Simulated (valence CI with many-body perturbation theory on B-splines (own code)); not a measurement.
# Forbidden lines of V XVII

Calculated by configuration interaction combined with many-body perturbation theory (CI+MBPT): five valence electrons over a frozen Dirac-Fock core [He], radial functions for each j: 11 s, 11 p, 10 d, 8 f, 5 g, 2 h, with the one-electron correlation potential Σ1, the two-electron term Σ2, the three-electron term Σ3, Breit, model QED; selected CI, second order for the rest, scaled by the run's own slope (own B-spline code, finite nucleus).

No measured spectrum was set against this ion. As an estimate, levels of excited configurations hold to 0.05 to 0.15 % of their energy, terms of the ground configuration to about 0.5 %. Among the levels kept, up to 5400 cm⁻¹ of a level comes from second order outside the variational space, and about a tenth of that is noise between levels of different J, which matters for small intervals.

Lines 1 to 36 of 36 in falling wavelength, among levels below 6665.8 × 10³ cm⁻¹, chosen from the decays that carry over 1 % of a level's rate. Wavelengths and rates use the calculated energies, so an error of 500 cm⁻¹ moves a line at 1104 Å by 0.55 % and its rate by three times that or more. Electric multipoles are in the length gauge, E1 and E2 with the static RPA response of the core. S is in atomic units (e²a₀⁴ for E2 and M2, e²a₀⁶ for E3), for M1 in squared Bohr magnetons. Weak lines are less certain than strong ones. Lines between different terms over intervals too small for the method are left out, as are lines whose strength nearly cancels. The highest levels of a list are the least certain.

Names give the largest LS component (configuration and term), which can be under half, so a name can repeat, a term be missing and a line seem to break the LS rules; names also repeat where a configuration has a term twice. Letters in brackets count levels of one name in rising energy.

```tsv
λ vac (Å)	Upper	Lower	Type	A (s⁻¹)	S (a.u.)
5180	2s2.2p3 2D°_5/2	2s2.2p3 2D°_3/2	M1	6.34e+01	1.96e+00
1104	2s2.2p3 2P°_1/2	2s2.2p3 2D°_3/2	M1	2.19e+03	2.19e-01
996.4	2s2.2p3 2P°_3/2	2s2.2p3 2D°_5/2	M1	2.99e+03	4.39e-01
835.7	2s2.2p3 2P°_3/2	2s2.2p3 2D°_3/2	M1	8.56e+03	7.41e-01
824.7	2s2.2p3 2D°_3/2	2s2.2p3 4S°_3/2	M1	3.34e+03	2.78e-01
711.4	2s2.2p3 2D°_5/2	2s2.2p3 4S°_3/2	M1	1.52e+02	1.22e-02
472.0	2s2.2p3 2P°_1/2	2s2.2p3 4S°_3/2	M1	7.72e+03	6.02e-02
415.1	2s2.2p3 2P°_3/2	2s2.2p3 4S°_3/2	M1	1.11e+04	1.18e-01
18.67	2s2.2p2.3p 4D°_1/2	2s2.2p3 2D°_5/2	E2	1.17e+08	4.74e-04
18.60	2s2.2p2.3p 4D°_1/2	2s2.2p3 2D°_3/2	E2	3.61e+08	1.43e-03
18.57	2s2.2p2.3p 2S°_1/2	2s2.2p3 2D°_5/2	E2	4.37e+08	1.72e-03
18.50	2s2.2p2.3p 2S°_1/2	2s2.2p3 2D°_3/2	E2	3.35e+08	1.30e-03
18.41	2s2.2p2.3p 4P°_5/2	2s2.2p3 2D°_5/2	E2	4.01e+08	4.54e-03
18.41	2s2.2p2.3p 4P°_3/2	2s2.2p3 2D°_3/2	E2	3.30e+08	2.49e-03
18.39	2s2.2p2.3p 2F°_5/2	2s2.2p3 2P°_3/2	E2	4.25e+08	4.79e-03
18.38	2s2.2p2.3p 2D°_3/2 [a]	2s2.2p3 2D°_5/2	E2	2.79e+08	2.09e-03
18.32	2s2.2p2.3p 2D°_3/2 [a]	2s2.2p3 2D°_3/2	E2	6.20e+08	4.57e-03
18.26	2s2.2p2.3p 2D°_5/2 [b]	2s2.2p3 2P°_3/2	E2	4.30e+08	4.68e-03
18.25	2s2.2p2.3p 2D°_5/2 [a]	2s2.2p3 2D°_5/2	E2	5.75e+08	6.23e-03
18.20	2s2.2p2.3p 2P°_1/2 [a]	2s2.2p3 2D°_5/2	E2	6.78e+08	2.42e-03
18.19	2s2.2p2.3p 4D°_1/2	2s2.2p3 4S°_3/2	E2	4.78e+08	1.70e-03
18.14	2s2.2p2.3p 2P°_1/2 [a]	2s2.2p3 2D°_3/2	E2	4.18e+08	1.46e-03
18.10	2s2.2p2.3p 4D°_3/2	2s2.2p3 4S°_3/2	E2	5.66e+08	3.93e-03
18.09	2s2.2p2.3p 2S°_1/2	2s2.2p3 4S°_3/2	E2	2.32e+08	8.03e-04
18.05	2s.2p3.3p 4F_9/2	2s.2p4 4P_5/2	E2	7.16e+08	1.22e-02
18.02	2s2.2p2.3p 2F°_7/2	2s2.2p3 2D°_5/2	E2	5.59e+08	7.59e-03
18.01	2s2.2p2.3p 4D°_5/2	2s2.2p3 4S°_3/2	E2	5.87e+08	5.95e-03
18.00	2s2.2p2.3p 2F°_5/2	2s2.2p3 2D°_3/2	E2	4.08e+08	4.12e-03
17.96	2s2.2p2.3p 2P°_1/2 [c]	2s2.2p3 2P°_3/2	E2	4.69e+08	1.57e-03
17.96	2s2.2p2.3p 2F°_7/2	2s2.2p3 2D°_3/2	E2	2.41e+08	3.22e-03
17.92	2s2.2p2.3p 4D°_7/2	2s2.2p3 4S°_3/2	E2	6.59e+08	8.70e-03
15.98	2s.2p3.3d 2G°_9/2 [a]	2s2.2p3 2D°_5/2	E2	3.96e+09	3.68e-02
15.79	2s.2p3.3d 4F°_9/2 [c]	2s2.2p3 2D°_5/2	E2	6.46e+08	5.66e-03
15.60	2s.2p3.3d 2G°_7/2 [b]	2s2.2p3 2P°_3/2	E2	1.31e+09	8.61e-03
15.36	2s.2p3.3d 2G°_9/2 [b]	2s2.2p3 2D°_5/2	E2	2.19e+09	1.67e-02
15.31	2s.2p3.3d 2G°_7/2 [b]	2s2.2p3 2D°_3/2	E2	1.23e+09	7.39e-03
```
